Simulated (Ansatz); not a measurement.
Frontier orbitals of CH6SeSi, SMILES `C[Se][SiH3]`.

| atom | x (Å) | y (Å) | z (Å) |
| --- | --- | --- | --- |
| C1 | 0.934 | -0.878 | 0.962 |
| Se2 | 1.191 | -0.063 | -0.799 |
| Si3 | -0.875 | 0.855 | -0.964 |
| H4 | 0.733 | -0.111 | 1.708 |
| H5 | 1.866 | -1.386 | 1.204 |
| H6 | 0.123 | -1.603 | 0.929 |
| H7 | -0.919 | 1.558 | -2.270 |
| H8 | -1.122 | 1.818 | 0.142 |
| H9 | -1.931 | -0.191 | -0.912 |

Total charge 0; spin multiplicity 1. Correlated methods include outer-core shells of Se, which these sets cover unevenly. Scalar relativity is left out up to krypton. The structure was optimised at the PBE0-D4/def2-TZVP level. Basis def2-TZVPP, the Gaussian-basis code of Ansatz.

Orbital energies of one run (eV). Highest occupied ones, from the top: -6.38, -8.25, -9.31, -9.77, -10.23, -11.87, -11.88, -14.40, -17.47, -20.68, -56.97, -57.00, -57.08, -57.23. Empty: -0.35, 0.11, 0.96, 1.13, 1.20, 2.26.

Task: Which functional gave them?
A. BLYP
B. BHLYP
C. r2SCAN0
D. B3LYP

Result: D. HOMO energies: B3LYP -6.38, r2SCAN0 -6.77, BLYP -5.32, BHLYP -7.59 eV.

B3LYP here is the variant with VWN-RPA as its local correlation; programs differ in this.
